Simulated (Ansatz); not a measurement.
Mo(NH)2Cl2 (MoN2Cl2H2). Total charge 0; singlet. Geometry PBE-D4/def2-SVP, basis def2-TZVP, Ansatz.

```
run  HOMO (eV)  LUMO (eV)
  A      -8.63      -2.91
  B      -8.41      -2.91
  C      -7.39      -3.59
  D     -10.62      -0.90
  E      -6.91      -3.48
  F      -8.16      -3.11
```

In the def2 sets Mo takes a core potential; there is no spin–orbit coupling. B3LYP takes the VWN-RPA correlation.

Q: The runs used B3LYP, BLYP, PBE0, r2SCAN, r2SCAN0, ωB97M-V. Estimate which is which.

A: A r2SCAN0 (25 % exact exchange); B PBE0 (25 % exact exchange); C r2SCAN (0 % exact exchange); D ωB97M-V (range-separated); E BLYP (0 % exact exchange); F B3LYP (20 % exact exchange). Exact exchange lowers occupied and raises empty levels; among semilocal functionals meta-GGAs tend to open the gap a little, and such runs are hard to tell apart. The gap grows from 3.44 eV (BLYP) to 9.72 eV (ωB97M-V). The restricted singlet is unstable towards broken spin symmetry in Hartree–Fock (as tested in another run); at r2SCAN0-D4/def2-TZVP, PBE0-D4/def2-TZVP, r2SCAN-D4/def2-TZVP, ωB97M-V/def2-TZVP and others this wasn't settled.
